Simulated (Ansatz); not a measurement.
Consider the atomization: `[F][Ga]1[BH][GaH]1` → B• + F• + 2 Ga• + 2 H•.

Program: Ansatz. Geometries: PBE0-D4/def2-TZVP. ΔE: electronic, gas phase. CCSD(T)/CBS is the MP2 limit (def2-TZVPP, def2-QZVPP) plus CCSD(T) − MP2 in def2-TZVPP, frozen cores. This one scheme is used for every species, atoms too. Functionals use def2-TZVPP. HSE06 is defined as in plane-wave codes. No spin–orbit coupling; open shells (•) take unrestricted orbitals. Spin–orbit coupling would lower the free atoms: a little for B, F; clearly for Ga. Bonds to Ga are less sure, by a few kJ/mol each and by 10 to 20 or more in all where they break to atoms, as the def2 sets lack core-valence functions. Scalar relativity is left out up to krypton.

`[F][Ga]1[BH][GaH]1`:

```xyz
6

F    -0.076   -2.646   -1.530
Ga   -0.322   -1.030   -0.931
B    -0.873    0.603   -0.015
Ga    0.720    0.811    1.063
H    -1.196    1.430   -0.822
H     1.747    0.831    2.235
```

```tsv
level	ΔE (eV)
HSE06	16.29
MP2/def2-SVP	16.04
```

What does CCSD(T)/CBS give? (Best estimate.)

Ansatz gave: +16.44 eV. The listed levels differ from it by -0.15, -0.40 eV.

Largest T1 diagnostic among the species: 0.017.

At CCSD(T), def2-SVP lies −1.08 eV from the extrapolated value and def2-TZVPP −0.34 eV: correlation converges slowly with the basis, and small sets miss more of it in the bonded molecule than in its fragments. From PBE to PBE0 (25 % exact exchange), in def2-TZVPP and without D4, ΔE moves by −0.51 eV: exact exchange takes away binding that semilocal exchange gives to molecules. In def2-TZVPP, CCSD(T) changes the Hartree–Fock value by +5.11 eV (the triples alone add +0.49 eV) and MP2 by +5.77 eV; breaking electron pairs costs correlation energy, which Hartree–Fock lacks.

For atomizations the MP2-based limit and the directly extrapolated one differ by several kJ/mol either way, and by 10 to 25 for some Ge, Se and Sn compounds, so smaller differences from it don't rank the levels.
